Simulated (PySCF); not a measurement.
B3LYP has the VWN-RPA correlation part, as in Gaussian. 

# H₃Ga, SMILES `[GaH3]` (charge 0, multiplicity 1)

Calculation: B3LYP-D3(BJ)/def2-TZVP (PySCF).

```json
{
  "HOMO": "-8.41 eV",
  "dipole_moment": "0.00 D",
  "HOMO–LUMO gap": "6.29 eV",
  "LUMO": "-2.12 eV",
  "total_energy": "-52427.63 eV",
  "cost": "around 4 core-seconds (rough)"
}
```

```xyz
4

Ga    -0.0001     0.0000     0.0007
H      1.5432    -0.2849     0.0099
H     -1.0185    -1.1939    -0.0259
H     -0.5246     1.4788     0.0153
```
Charge 0, spin multiplicity 1.
